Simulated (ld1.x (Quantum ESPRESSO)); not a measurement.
# PW91 PAW dataset for Ir, scalar-relativistic all-electron reference.

| Item | Value |
| --- | --- |
| Element | Ir (Z = 77) |
| Generator | ld1.x (Quantum ESPRESSO) 7.5 |
| Type | PAW |
| Functional | PW91 |
| Relativity | scalar-relativistic |
| Frozen core | [Kr] 4d10 4f14 |
| Valence charge | 17 |
| Reference configuration | 5s2 5p6 5d7 6s1 6p1 |
| Partial waves | 5s (bound): rcut 1.60, rcutus 2.00 bohr; 6s (bound): rcut 1.60, rcutus 2.00 bohr; 5p (bound): rcut 1.55, rcutus 2.10 bohr; 6p (bound): rcut 1.55, rcutus 2.10 bohr; 5d (bound): rcut 1.50, rcutus 1.65 bohr; 5d channel at 0.4 Ry: rcut 1.50, rcutus 1.65 bohr |
| Local potential | all-electron potential smoothed inside 2.00 bohr (lloc = -1) |
| Core correction | a·sin(br)/r model core, default radius (ld1.x builds one for every PAW set, though the input has nlcc=.false.) |
| Augmentation charge | BG, radius 1.55 bohr |

Calculated quality:

```
Configuration tests                       : test run stopped at test 1 of 7 (negative rho)
Lowest eigenvalue of the overlap operator : -0.39 (p channel); it is negative, so in a basis up to 400 Ry S is not positive definite and the file is unfit for use
```

The ghost test of this file was not conclusive. Its overlap operator is not positive definite in a basis up to 400 Ry (lowest eigenvalue s -0.06, p -0.39), so the file is unfit for use: the generalised eigenproblem breaks down once the basis is large enough, and its test numbers describe a broken file.

Generation and tests took about 1.7 s on one core of a shared server CPU.
